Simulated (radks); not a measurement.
Spherical quantum dot in the effective-mass picture: electrons in a hard-walled sphere of radius 1.39, with a point charge +1 (a donor) at the centre, all in effective atomic units (hartree* = m*/eps^2 hartree, bohr* = eps/m* bohr), one dielectric constant everywhere. Method: non-relativistic Kohn-Sham, LDA (Slater exchange, Perdew-Wang correlation), spin-polarised, spherical densities; computed with a radial shooting solver with Libxc functionals. Levels are named by radial order and angular momentum (1s, 1p, 1d, 2s, ...), and open shells are averaged over m.

N = 7, configuration 1s2 1p(up 3, down 2). This is the lowest configuration that the search found. Occupied and some empty levels:

level,occupation,eigenvalue (hartree*),<r> (bohr*)
1s up,1,7.8876,0.7020
1s down,1,7.9651,0.7012
1p up,3,10.494,0.8413
1p down,2,10.576,0.8415
1d up,0,13.710,0.9144
1d down,0,13.791,0.9147
2s up,0,14.967,0.6742
2s down,0,15.026,0.6745
1f up,0,17.620,0.9643
1f down,0,17.698,0.9645

Energy (hartree*): total 42.9351, kinetic 31.399, external -10.039, Hartree 27.379, exchange-correlation -5.8039.
